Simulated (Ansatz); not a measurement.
AgClF$_{3}$P, SMILES `F[P+](F)(F)[Ag-][Cl]`. Charge 0, multiplicity 1. Correlated methods include outer-core shells of Ag, which these sets cover unevenly. Ag: def2 effective core potential.

Cartesian coordinates in Å:
```
F 1.332 -0.649 1.383
P 0.753 -0.174 0.031
F 1.276 -1.300 -0.890
F 1.768 0.940 -0.313
Ag -1.462 0.337 -0.060
Cl -3.666 0.846 -0.150
```

(1) Give the diagnostics of a CCSD(T)/def2-TZVPP run (frozen core, Ansatz). (An estimate is asked.)

Answers

(1) The calculation gave: T1 = 0.0150, largest single amplitude 0.036, largest double 0.031, (T) share of the correlation energy 3.3 %, 12 CCSD cycles. The RHF solution is stable towards an unrestricted one. T1 lies under the customary mark of 0.02 for closed shells.
